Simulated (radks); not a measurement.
Results of a calculation; reference values are marked as such.
Problem. The mean radii <r> (bohr) of the occupied orbitals of an atom or ion are listed with their occupations. Level of theory: Dirac Kohn-Sham, PBE, spin-unpolarised, spherical densities, finite nucleus; Fermi nuclear charge, rms radius of each element as measured or else 0.836 A^(1/3) + 0.57 fm (a radial shooting solver on a logarithmic mesh with Libxc functionals).

| orbital | occ. | <r> |
|---|---|---|
| 1s1/2 | 2 | 0.03110 |
| 2s1/2 | 2 | 0.1326 |
| 2p1/2 | 2 | 0.1123 |
| 2p3/2 | 4 | 0.1172 |
| 3s1/2 | 2 | 0.3250 |
| 3p1/2 | 0.666667 | 0.3101 |
| 3p3/2 | 1.33333 | 0.3174 |

Name the element and its charge. Open shells, if any, are shared by 2j + 1.

Solution. Z = 47, silver, charge +33: Ag33+ in [Ne] 3s2 3p2. The 1s radius gives Z: for a bare nucleus <r> = (2 gamma + 1)/(2Z) with gamma = sqrt(1 - (Z/c)^2), 0.03062 bohr for Z = 47, and screening makes it slightly larger (0.03110 here). The occupations add up to 14, and the charge is Z minus that.
